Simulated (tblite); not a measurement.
Compound: C5H12OS (charge +1 and doublet state).
Numbering: `[CH3:1][O:2][C:3]([CH3:4])([CH3:5])[S+:6][CH3:7]` (hydrogens: H8, H9, H10 on C1; H11, H12, H13 on C4; H14, H15, H16 on C5; H17, H18, H19 on C7)

Cartesian coordinates in Å at the GFN2-xTB level; atoms count from 1:
```
atom  x, y, z in Å
C1    -1.420    1.412    0.786
O2    -0.504    0.352    1.019
C3    -0.209   -0.506    0.018
C4     0.433   -1.764    0.588
C5    -1.261   -0.789   -1.030
S6     1.309    0.270   -1.000
C7     2.219    1.083    0.290
H8    -2.433    1.037    0.626
H9    -1.403    2.019    1.688
H10   -1.116    2.016   -0.074
H11    0.936   -2.344   -0.181
H12    1.130   -1.516    1.384
H13   -0.357   -2.384    1.014
H14   -2.139   -1.213   -0.544
H15   -0.887   -1.514   -1.747
H16   -1.565    0.105   -1.569
H17    2.575    2.038   -0.097
H18    3.095    0.483    0.538
H19    1.587    1.223    1.166
```

Computed with GFN2-xTB (tblite): harmonic, unscaled wavenumbers at the GFN2-xTB geometry, gas phase. The method is semi-empirical: single wavenumbers can be off by several per cent or more. One conformer, not necessarily the lowest. Open shells enter through the occupations alone, without spin polarisation, and single modes of such species can be off by tens of per cent.

Harmonic wavenumbers (cm⁻¹): 63.7, 91.6, 130.2, 180.6, 190.9, 201.3, 222.4, 238.8, 278.4, 286.0, 319.8, 383.2, 462.8, 509.0, 762.3, 788.3, 852.9, 929.2, 943.5, 955.8, 975.1, 1052.5, 1070.9, 1089.2, 1119.6, 1184.5, 1253.2, 1297.1, 1353.6, 1371.1, 1382.1, 1391.4, 1403.1, 1431.2, 1435.1, 1435.8, 1443.8, 1459.7, 1471.3, 2946.5, 2979.7, 2985.1, 2998.5, 3004.7, 3017.0, 3022.6, 3043.1, 3043.2, 3052.7, 3055.1, 3065.4.

A = 2529, B = 1832, C = 1519 MHz; mass 120.061 u (most abundant isotopes); point group C1, symmetry number 1; spin multiplicity 2.

Task: What is the zero-point energy?

Result: ½Σν̃ = 34812 cm⁻¹ = 416.45 kJ/mol.

Task: Give the ideal-gas entropy at 298.15 K and 1 bar in the rigid-rotor, harmonic-oscillator model (classical rotation).

Result: Translation 168.57, rotation 118.05, vibration 124.42, spin (R ln 2) 5.76: S = 416.8 J/(mol K).

Task: And Cp and H(298.15 K) − H(0)?

Result: Cp = 161.43 J/(mol K), of which vibrations give 128.17 (their classical limit is 51 R = 424.0); H(298.15 K) − H(0) = 30.16 kJ/mol without the zero-point energy, 20.24 from vibrations.

Task: Which modes carry the vibrational entropy at 298.15 K?

Result: 63.7 cm⁻¹: 18.16; 91.6 cm⁻¹: 15.17; 130.2 cm⁻¹: 12.31; 180.6 cm⁻¹: 9.72; 190.9 cm⁻¹: 9.28; 201.3 cm⁻¹: 8.88 J/(mol K); the other 45 give 50.91 together.

Task: What must be added to the electronic energy to get the Gibbs energy at 298.15 K and 1 bar?

Result: ZPE + [H(298.15 K) − H(0)] − T·S = 416.45 + 30.16 − 124.27 = 322.34 kJ/mol.

Hindered rotation and anharmonicity are outside this model. Other conformers, if any are populated, would add a mixing term that is left out. The structure is chiral; the term R ln 2 for an equal mix with its mirror image is left out.
